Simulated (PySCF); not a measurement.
Simulated P 2p region for hexafluorophosphate, `F[P-](F)(F)(F)(F)F`, binding energy against the vacuum level.

Every computed line was given a Gaussian of 0.7 eV full width at half maximum and an area set by the number of equivalent atoms (split 2:1 within a doublet); the highest printed point is 100. The calculation used PySCF 2.14.0, delta-SCF UKS SCAN, pcX-2 on the ionised atom, pcseg-1 elsewhere, spin-free X2C.

binding energy (eV), intensity and a bar:
```
    136.2          0 
    136.3          1 
    136.4          3 #
    136.5          7 ##
    136.6         15 #####
    136.7         28 ########
    136.8         45 #############
    136.9         65 ###################
    137.0         84 #########################
    137.1         97 #############################
    137.2        100 ##############################
    137.3         93 ############################
    137.4         79 ########################
    137.5         63 ###################
    137.6         51 ###############
    137.7         44 #############
    137.8         44 #############
    137.9         48 ##############
    138.0         51 ###############
    138.1         50 ###############
    138.2         45 ##############
    138.3         37 ###########
    138.4         27 ########
    138.5         17 #####
    138.6         10 ###
    138.7          5 ##
    138.8          2 #
    138.9          1 
    139.0          0 
    139.1          0
```

Count the maxima, the lines and the sites behind this envelope.

The curve has 2 maxima (at 137.2 and 138.0 eV). Under it lie 2 lines from 1 inequivalent phosphorus site, drawn as a 2p3/2, 2p1/2 pair.

Decompose the envelope and assign each component. Numbering: `[F:1][P-:2]([F:3])([F:4])([F:5])([F:6])[F:7]`.

| position (eV) | relative area | line | atoms | environment |
| --- | --- | --- | --- | --- |
| 137.18 | 0.67 | P 2p3/2 | P2 | phosphorus bonded to 6 F |
| 138.07 | 0.33 | P 2p1/2 | P2 | phosphorus bonded to 6 F |

The curve has no shake-up lines and no vibrational structure. Spin–orbit coupling isn't in the SCF: each 2p doublet comes from a relaxed spin-free hole plus a matrix of the shell (mean-field spin–orbit coupling and the ground-state 2p splitting), with 2p3/2 averaged over its two sublevels. 2p1/2 minus 2p3/2 (ligand field included): P 0.89 eV. The species carries charge -1, so core ionisation leaves a neutral species. The basis sets have no added diffuse functions. Geometry: GFN2-xTB; no solvent, vibrations or thermal averaging.
